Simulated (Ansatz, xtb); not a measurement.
## Ranking isomers of BFH4NSi

7 gas-phase structures of BFH4NSi, found in a search over its isomers (lower ones may exist). Each was relaxed with GFN2-xTB; where two conformers were screened, the lower at r2SCAN-D4/def2-SVP is listed:

A. `BN[SiH]F`, a doublet
B. a doublet given by its coordinates
C. a doublet given by its coordinates
D. `[BH]N[SiH2]F`, a doublet
E. `B[Si](N)F`, a doublet
F. `NB[SiH]F`, a doublet
G. `FBN[SiH2]`, a doublet

C (Å):

```yaml
atoms:
  - { symbol: B, position_ang: [-0.9535, -1.4911, 3.2371] }
  - { symbol: F, position_ang: [2.5264, -0.1047, 2.3820] }
  - { symbol: N, position_ang: [-0.0610, -0.7869, 2.5676] }
  - { symbol: Si, position_ang: [1.0771, 0.1136, 1.7162] }
  - { symbol: H, position_ang: [-1.5325, -1.0477, 4.1633] }
  - { symbol: H, position_ang: [-1.2183, -2.6017, 2.9427] }
  - { symbol: H, position_ang: [1.2009, -0.3881, 0.3544] }
  - { symbol: H, position_ang: [0.8015, 1.5371, 1.8552] }
```

Close contacts (Å): B1–N3 1.32, F2–Si4 1.61, N3–Si4 1.68, B1–H5 1.18, B1–H6 1.18, Si4–H7 1.46, Si4–H8 1.46.

B (Å):

```xyz
8

B    -1.2669   -2.4690    1.8533
F    -2.2705   -1.5995    1.9247
N     0.0161   -2.2440    2.1632
Si    1.6675   -2.4323    2.4158
H    -1.5530   -3.5617    1.4718
H     1.9219   -3.4467    3.4434
H     2.0577   -1.0991    2.9045
H     2.3537   -2.7367    1.1565
```

Close contacts (Å): B1–F2 1.33, B1–N3 1.34, N3–Si4 1.68, B1–H5 1.19, Si4–H6 1.47, Si4–H7 1.47, Si4–H8 1.47.

Which do you expect lowest at r2SCAN-D4/def2-SVP, and how would the others follow?

Calculated order at r2SCAN-D4/def2-SVP: G (0.0), A (9.7), C (17.9), D (19.2), F (20.3), B (22.2), E (27.2) kcal/mol.

Energies above the lowest of each column, in kcal/mol; the last columns are at PBE-D3(BJ)/def2-SVP geometries and were run for some of them only (a dash: not run or not comparable):

| structure | GFN2-xTB | HF/STO-3G | r2SCAN-D4/def2-SVP | PBE-D3(BJ)/def2-SVP | CCSD(T)/def2-SVP + ΔMP2/def2-TZVPP |
| --- | --- | --- | --- | --- | --- |
| G | 6.1 | 0.0 | 0.0 | 0.0 | 0.0 |
| A | 3.6 | 24.1 | 9.7 | 9.1 | 2.4 |
| C | 0.0 | 24.5 | 17.9 | 19.2 | – |
| D | 23.1 | 41.5 | 19.2 | 21.8 | – |
| F | 15.5 | 56.2 | 20.3 | – | – |
| B | 16.4 | 4.4 | 22.2 | – | – |
| E | 18.8 | 73.0 | 27.2 | – | – |

CCSD(T)/def2-SVP + ΔMP2/def2-TZVPP puts G lowest of those it was run on; GFN2-xTB picks C. Flexible structures stand in one conformer each, not always the lowest. Frequencies (PBE-D3(BJ)/def2-SVP) were run for A, G alone. The ΔMP2 step shifts differences by up to 6.1 kcal/mol, which makes them less sure. Open shells are spin-unrestricted. ΔMP2 is the change of the MP2 energy from the smaller to the larger basis.

Over these structures GFN2-xTB departs from r2SCAN-D4/def2-SVP by 5.5 kcal/mol on average once a common shift is removed. A GFN2-xTB relaxation took about 0.1 s and the r2SCAN-D4/def2-SVP energy about 4.5 s on a shared host (Ansatz 0.2.0, xtb 6.7.1).
